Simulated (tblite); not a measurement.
C7H9ClF2.
Atom-mapped SMILES: `[F:1][CH:2]([F:3])[C@H:4]1[CH2:5][CH2:6]/[C:7]1=[CH:8]/[CH2:9][Cl:10]` (hydrogens: H11 on C2; H12 on C4; H13, H14 on C5; H15, H16 on C6; H17 on C8; H18, H19 on C9)

Computed with GFN2-xTB (tblite), gas phase: L-BFGS steps from a force-field or distance-geometry start until the largest atomic force falls under 0.01 eV/Å.

Step 4: E = -913.2751 eV
```
atom  x, y, z in Å  |  force x, y, z in eV/Å
F1     -2.3426    1.8660    0.3800   -0.194   0.260   0.006
C2     -1.1958    1.4837   -0.2305    0.017   0.147  -0.097
F3     -0.3849    2.5680   -0.2036    0.191  -0.103   0.143
C4     -0.6784    0.2603    0.5042    0.109   0.396   0.259
C5     -1.7054   -0.8572    0.2906   -0.262   0.135  -0.023
C6     -0.7332   -1.5597   -0.6521   -0.018  -0.186   0.030
C7      0.3289   -0.5935   -0.2231    0.316  -0.061   0.180
C8      1.6527   -0.5718   -0.2792   -0.416   0.057  -0.176
C9      2.4375    0.5553    0.2725    0.268   0.076   0.105
Cl10    3.5822    0.0137    1.5633   -0.108  -0.053  -0.142
H11    -1.4320    1.2913   -1.2908    0.050  -0.051   0.045
H12    -0.4604    0.5220    1.5531    0.026   0.005  -0.369
H13    -1.9000   -1.3907    1.2026   -0.225  -0.285   0.236
H14    -2.6288   -0.5209   -0.1767   -0.124  -0.135   0.198
H15    -1.0268   -1.4137   -1.6820    0.071  -0.196  -0.345
H16    -0.5722   -2.6102   -0.4400    0.194  -0.120  -0.151
H17     2.1865   -1.3459   -0.8149    0.019   0.031   0.124
H18     3.0512    0.9945   -0.5115    0.126   0.094   0.024
H19     1.8118    1.3182    0.7308   -0.040  -0.012  -0.048
```

Step 5: E = -913.2992 eV
```
atom  x, y, z in Å  |  force x, y, z in eV/Å
F1     -2.3450    1.8814    0.3788   -0.122   0.150  -0.050
C2     -1.1983    1.4826   -0.2285   -0.025   0.262  -0.083
F3     -0.3833    2.5626   -0.1991    0.245  -0.052   0.132
C4     -0.6825    0.2629    0.5081    0.056   0.240   0.113
C5     -1.7115   -0.8586    0.2877   -0.165   0.123   0.128
C6     -0.7318   -1.5633   -0.6494   -0.037  -0.101  -0.035
C7      0.3283   -0.5894   -0.2208    0.016  -0.147   0.171
C8      1.6484   -0.5677   -0.2796   -0.082   0.083  -0.193
C9      2.4433    0.5573    0.2688    0.180   0.066   0.069
Cl10    3.5796    0.0100    1.5613   -0.085  -0.059  -0.132
H11    -1.4265    1.2920   -1.2904    0.000  -0.065   0.053
H12    -0.4519    0.5304    1.5508   -0.033  -0.031  -0.304
H13    -1.9080   -1.3924    1.2008   -0.181  -0.279   0.218
H14    -2.6443   -0.5235   -0.1655   -0.012  -0.136   0.125
H15    -1.0198   -1.4278   -1.6834    0.059  -0.115  -0.322
H16    -0.5656   -2.6177   -0.4537    0.175  -0.050  -0.033
H17     2.1888   -1.3422   -0.8085   -0.029   0.010   0.100
H18     3.0607    1.0012   -0.5139    0.042   0.037   0.089
H19     1.8096    1.3115    0.7290   -0.003   0.065  -0.044
```

Step 6: E = -913.3213 eV
```
atom  x, y, z in Å  |  force x, y, z in eV/Å
F1     -2.3494    1.8991    0.3763   -0.013   0.064  -0.114
C2     -1.2014    1.4869   -0.2273   -0.037   0.241  -0.025
F3     -0.3764    2.5569   -0.1920    0.254   0.022   0.102
C4     -0.6863    0.2688    0.5112   -0.077  -0.027  -0.099
C5     -1.7191   -0.8583    0.2893   -0.004  -0.002   0.203
C6     -0.7319   -1.5678   -0.6482   -0.071   0.011  -0.062
C7      0.3268   -0.5885   -0.2149   -0.220  -0.148   0.079
C8      1.6439   -0.5610   -0.2835    0.186   0.095  -0.143
C9      2.4512    0.5601    0.2665   -0.014   0.056  -0.017
Cl10    3.5755    0.0051    1.5568   -0.029  -0.085  -0.077
H11    -1.4213    1.2913   -1.2891   -0.043  -0.034   0.040
H12    -0.4443    0.5382    1.5441   -0.059  -0.016  -0.114
H13    -1.9192   -1.3994    1.2028   -0.094  -0.191   0.118
H14    -2.6600   -0.5286   -0.1526    0.071  -0.111   0.058
H15    -1.0115   -1.4437   -1.6907    0.060  -0.033  -0.168
H16    -0.5558   -2.6259   -0.4672    0.123   0.050   0.072
H17     2.1905   -1.3389   -0.8007   -0.066  -0.013   0.059
H18     3.0709    1.0085   -0.5144   -0.017  -0.004   0.126
H19     1.8078    1.3065    0.7263    0.051   0.124  -0.039
```

Q: Estimate the geometry and energy of step 7. (The exact step hangs on the optimiser's Hessian estimate; all steps are aligned on step 6, rigid shifts and turns removed.)

A: E = -913.3327 eV, largest force 0.243 eV/Å
```
atom  x, y, z in Å  |  force x, y, z in eV/Å
F1     -2.3524    1.9093    0.3730    0.048   0.053  -0.132
C2     -1.2032    1.4933   -0.2273   -0.001   0.124   0.010
F3     -0.3677    2.5546   -0.1864    0.202   0.035   0.076
C4     -0.6894    0.2720    0.5106   -0.130  -0.145  -0.146
C5     -1.7229   -0.8584    0.2941    0.059  -0.116   0.147
C6     -0.7339   -1.5701   -0.6489   -0.060   0.047  -0.040
C7      0.3248   -0.5906   -0.2100   -0.209  -0.070  -0.026
C8      1.6423   -0.5556   -0.2881    0.156   0.075  -0.072
C9      2.4548    0.5624    0.2658   -0.126   0.039  -0.067
Cl10    3.5728    0.0010    1.5528    0.005  -0.102  -0.031
H11    -1.4197    1.2903   -1.2878   -0.050   0.020   0.020
H12    -0.4418    0.5415    1.5383   -0.059   0.007   0.004
H13    -1.9268   -1.4070    1.2065   -0.025  -0.106   0.037
H14    -2.6664   -0.5333   -0.1452    0.082  -0.087   0.034
H15    -1.0062   -1.4521   -1.6980    0.055   0.007  -0.025
H16    -0.5483   -2.6291   -0.4724    0.073   0.099   0.106
H17     2.1903   -1.3378   -0.7958   -0.066  -0.024   0.024
H18     3.0759    1.0123   -0.5125   -0.018  -0.002   0.107
H19     1.8079    1.3066    0.7241    0.067   0.145  -0.026
```

The energy changes by -0.0114 eV. The first-order estimate −F·Δx gives -0.0159 eV and the mean of the old and new forces, exact on a quadratic surface, -0.0114 eV. The step makes an angle of 51° with the force vector and moves no atom by more than 0.012 Å.

What follows is the cost of the whole relaxation. The run took 1.0 s wall on one thread of an Intel Xeon at 2.70 GHz, shared host.
